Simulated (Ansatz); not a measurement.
Computed with Ansatz on PBE0-D4/def2-TZVP structures; ΔE is electronic, products minus reactants. CCSD(T)/CBS adds triple-zeta CCSD(T) − MP2 to the extrapolated MP2 energy (def2 sets, frozen cores). DFT in def2-TZVPP. For Ge outer-core shells are correlated without core-valence functions, which leaves a few kJ/mol of doubt a bond. Scalar relativity is left out up to krypton.

Reaction (formal exchange of groups at a Ge–Si bond): `ClB1C[SiH]1[GeH3]` + `F[SiH]1CO1` → `F[Si]1([GeH3])CO1` + `ClB1C[SiH2]1`

`ClB1C[SiH]1[GeH3]`:

Cartesian coordinates in Å:
```
Cl -1.463 -2.148 -1.947
B -0.128 -1.223 -1.365
C 0.995 -1.451 -0.376
Si 0.446 0.428 -0.536
Ge -0.879 1.501 1.109
H 2.014 -1.339 -0.755
H 0.944 -2.170 0.439
H 1.626 1.198 -1.001
H -1.981 0.533 1.566
H -0.037 1.905 2.333
H -1.537 2.766 0.533
```

`F[SiH]1CO1`:

Z-matrix (Å, degrees):
```
Si
C 1 1.790
O 1 1.634 2 51.9
F 1 1.584 2 121.7 3 102.6
H 1 1.469 2 127.6 3 -100.2
H 2 1.088 1 121.1 3 -98.1
H 2 1.087 1 123.7 3 97.4
```

`F[Si]1([GeH3])CO1`:

```xyz
10

F     1.505   -1.094    1.231
Si    0.437   -0.539    0.188
Ge    0.120    1.781    0.520
C    -0.641   -1.693   -0.674
O     0.554   -1.107   -1.351
H    -1.010    2.244   -0.408
H     1.415    2.532    0.185
H    -0.264    2.051    1.981
H    -0.540   -2.766   -0.522
H    -1.575   -1.408   -1.151
```

`ClB1C[SiH2]1`:

Z-matrix (Å, degrees):
```
C
B 1 1.512
Si 1 1.958 2 66.1
H 1 1.094 2 116.4 3 84.0
H 1 1.088 2 124.4 3 -129.2
Cl 2 1.726 1 134.9 3 149.4
H 3 1.484 1 122.6 2 -104.4
H 3 1.480 1 108.5 2 122.0
```

```
             level  ΔE (kcal/mol)
            PBE-D4            1.6
         r2SCAN-D4            2.2
           ωB97X-V            1.7
           ωB97M-V            1.8
               PBE            1.5
CCSD(T)/def2-TZVPP            2.6
      HF/CBS(def2)            2.4
    CCSD/CBS(def2)            2.4
```

Task: What does CCSD(T)/CBS give? (An estimate is asked.)

Result: Ansatz gave: +2.5 kcal/mol. The listed levels differ from it by -0.9, -0.3, -0.8, -0.7, -1.0, 0.1, -0.1, -0.1 kcal/mol.

Largest T1 diagnostic among the species: 0.013.
